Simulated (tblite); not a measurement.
A tight-binding relaxation on `C[SiH2]/C(Br)=C/[SiH2]CCl`.

Computed with GFN2-xTB geometry optimisation, gas phase (tblite 0.8.0). Start geometry: from a force field or distance geometry. The input is one job of a driver script: a line of settings, then coordinates in Å.

Command:
```bash
OMP_NUM_THREADS=1 python probes_run.py task.json out
```

Input:
```
{"job": {"kind": "relax", "xc": "GFN2-xTB", "basis": "xTB"}, "charge": 0, "multiplicity": 1}
C     -3.640200     0.192700     0.216800
Si    -2.071400     0.689400    -0.628300
C     -0.621000    -0.096500     0.243800
Br    -0.886700    -1.063400     1.848200
C      0.618800    -0.007000    -0.215800
Si     2.045000    -0.795800     0.653900
C      3.665100    -0.006800     0.141800
Cl     3.693300     1.720300     0.582900
H     -4.470900     0.668100    -0.367100
H     -3.843000    -0.888600     0.169700
H     -3.687300     0.489100     1.298200
H     -2.128900     0.142700    -1.994500
H     -1.869000     2.142800    -0.665200
H      0.858300     0.528900    -1.133800
H      2.149100    -2.217500     0.252500
H      1.865100    -0.809900     2.111500
H      3.799100    -0.130800    -0.950500
H      4.515700    -0.551300     0.630100
```

Output:
```
step      E/eV     max force
  0    -699.23231    1.683
  1    -699.35289    0.643
  2    -699.40391    0.532
  3    -699.43838    0.585
  4    -699.47448    0.436
  5    -699.49165    0.305
  6    -699.50575    0.265
  7    -699.51543    0.212
  8    -699.52292    0.250
  9    -699.53047    0.268
... (62 lines left out)
 72    -699.58418    0.022
 73    -699.58427    0.037
 74    -699.58441    0.043
 75    -699.58456    0.030
 76    -699.58465    0.021
 77    -699.58470    0.018
 78    -699.58474    0.024
 79    -699.58479    0.024
 80    -699.58483    0.012
 81    -699.58485    0.007
```

«max force» is the largest atomic force in eV/Å.

**Question.** From which step on does the largest force stay under 0.1 eV/Å, and how much energy is left to gain from there?

**Answer.** From step 34 (0.073 eV/Å), 13.7 meV above the end.

Main results: energy lowered by 8.1 kcal/mol over 81 steps; largest atomic force 0.007 eV/Å at the end.

**Question.** Where do the atoms end?

**Answer.** 0.260 Å rms from the input after alignment:
```
atom  x, y, z in Å
C1    -3.7144    0.2213    0.1863
Si2   -2.0931    0.6676   -0.6777
C3    -0.6272   -0.1905    0.1879
Br4   -1.0511   -1.5751    1.4534
C5     0.6558    0.0729   -0.0352
Si6    2.0905   -0.8026    0.8077
C7     3.6883   -0.0924    0.0427
Cl8    3.7092    1.6726    0.2997
H9    -4.5549    0.7144   -0.2932
H10   -3.8961   -0.8499    0.1562
H11   -3.7060    0.5201    1.2312
H12   -2.0806    0.1935   -2.0673
H13   -1.8136    2.1059   -0.6173
H14    0.8605    0.8618   -0.7488
H15    2.0763   -2.2449    0.5340
H16    2.0980   -0.5253    2.2452
H17    3.7692   -0.2546   -1.0288
H18    4.5803   -0.4884    0.5182
```

The run took 0.76 s wall on one thread, Arm Neoverse V2 (aarch64), no GPU, on a shared host.
Labels such as C1 count atoms from 1, the log's own numbers from 0.
